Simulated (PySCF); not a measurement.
A calculated (UHF, PySCF 2.14, aug-cc-pVDZ-DK, scalar relativity by spin-free X2C-1e) atom or ion has these occupied shells.

| shell | electrons | orbital energy (eV) | rms radius, mean of both spins (bohr) |
| --- | --- | --- | --- |
| 1s α | 1 | -240.93 | 0.377 |
| 1s β | 1 | -239.54 | 0.377 |
| 2s α | 1 | -37.734 | 1.79 |

(1) Name the element and its charge.

## Answers

(1) B(2+) (boron, charge +2), in [He] 2s1, 2S determinant.
